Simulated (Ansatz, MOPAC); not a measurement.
Species: C$_{3}$H$_{10}$GeN, net charge 0, doublet state. SMILES: [CH2][Ge]([NH2])([CH3])[CH3]

Atoms: C1, Ge2, C3, C4, N5, H6, H7, H8, H9, H10, H11, H12, H13, H14, H15. Bonds: C1-Ge2, C1-H6, C1-H7, Ge2-C3, Ge2-C4, Ge2-N5, C3-H8, C3-H9, C3-H10, C4-H11, C4-H12, C4-H13, N5-H14, N5-H15.

Bond lengths (Å) and angles (degrees) optimised at PM3 with MOPAC; PM6 with MOPAC; PM7 with MOPAC; HF/3-21G with Ansatz (a quantum-chemistry and plane-wave program); B3LYP/LANL2DZ with Ansatz; MP2/6-31G* with LANL2DZ past Ar with Ansatz, each started from the B3LYP-D3(BJ)/def2-TZVP structure (Ansatz) of the last column. A row stands for all coordinates that are equal there; 11 of 30 kinds are shown. 6-31G* holds six Cartesian d functions. No wavenumbers were computed at B3LYP/LANL2DZ, MP2/6-31G* with LANL2DZ past Ar, so these may be saddle points.

```json
[
 {"coordinate": "C1-Ge2", "PM3": "1.891", "PM6": "1.882", "PM7": "1.884", "HF/3-21G": "1.953", "B3LYP/LANL2DZ": "1.947", "MP2/6-31G* with LANL2DZ past Ar": "1.935", "B3LYP-D3(BJ)/def2-TZVP": "1.931"},
 {"coordinate": "C1-H6", "PM3": "1.076", "PM6": "1.069", "PM7": "1.059 to 1.061", "HF/3-21G": "1.078", "B3LYP/LANL2DZ": "1.093", "MP2/6-31G* with LANL2DZ past Ar": "1.085", "B3LYP-D3(BJ)/def2-TZVP": "1.084"},
 {"coordinate": "Ge2-C3", "PM3": "1.962", "PM6": "1.943", "PM7": "1.948", "HF/3-21G": "1.973", "B3LYP/LANL2DZ": "1.973", "MP2/6-31G* with LANL2DZ past Ar": "1.971", "B3LYP-D3(BJ)/def2-TZVP": "1.973"},
 {"coordinate": "Ge2-C4", "PM3": "1.967", "PM6": "1.933", "PM7": "1.951", "HF/3-21G": "1.971", "B3LYP/LANL2DZ": "1.973", "MP2/6-31G* with LANL2DZ past Ar": "1.963", "B3LYP-D3(BJ)/def2-TZVP": "1.966"},
 {"coordinate": "Ge2-N5", "PM3": "1.883", "PM6": "1.827", "PM7": "1.886", "HF/3-21G": "1.810", "B3LYP/LANL2DZ": "1.835", "MP2/6-31G* with LANL2DZ past Ar": "1.857", "B3LYP-D3(BJ)/def2-TZVP": "1.861"},
 {"coordinate": "C3-H8", "PM3": "1.090", "PM6": "1.092", "PM7": "1.087", "HF/3-21G": "1.086", "B3LYP/LANL2DZ": "1.097", "MP2/6-31G* with LANL2DZ past Ar": "1.093", "B3LYP-D3(BJ)/def2-TZVP": "1.090"},
 {"coordinate": "C3-H9", "PM3": "1.090", "PM6": "1.092", "PM7": "1.087", "HF/3-21G": "1.086", "B3LYP/LANL2DZ": "1.098", "MP2/6-31G* with LANL2DZ past Ar": "1.094", "B3LYP-D3(BJ)/def2-TZVP": "1.091"},
 {"coordinate": "C4-H11", "PM3": "1.090", "PM6": "1.096", "PM7": "1.092", "HF/3-21G": "1.085", "B3LYP/LANL2DZ": "1.097", "MP2/6-31G* with LANL2DZ past Ar": "1.092", "B3LYP-D3(BJ)/def2-TZVP": "1.089"},
 {"coordinate": "C1-Ge2-C3", "PM3": "109.7", "PM6": "109.7", "PM7": "111.4", "HF/3-21G": "107.5", "B3LYP/LANL2DZ": "108.3", "MP2/6-31G* with LANL2DZ past Ar": "108.7", "B3LYP-D3(BJ)/def2-TZVP": "109.4"},
 {"coordinate": "C1-Ge2-C4", "PM3": "110.7", "PM6": "111.6", "PM7": "111.6", "HF/3-21G": "111.0", "B3LYP/LANL2DZ": "111.9", "MP2/6-31G* with LANL2DZ past Ar": "112.1", "B3LYP-D3(BJ)/def2-TZVP": "112.6"},
 {"coordinate": "C1-Ge2-N5", "PM3": "108.5", "PM6": "107.5", "PM7": "106.0", "HF/3-21G": "108.9", "B3LYP/LANL2DZ": "109.0", "MP2/6-31G* with LANL2DZ past Ar": "105.9", "B3LYP-D3(BJ)/def2-TZVP": "105.6"}
]
```

A range marks coordinates that this level makes unequal.

Mean signed difference of all 14 bond lengths from B3LYP-D3(BJ)/def2-TZVP: PM3 -0.006 Å, PM6 -0.012 Å, PM7 -0.012 Å, HF/3-21G -0.006 Å, B3LYP/LANL2DZ 0.004 Å, MP2/6-31G* with LANL2DZ past Ar 0.002 Å.
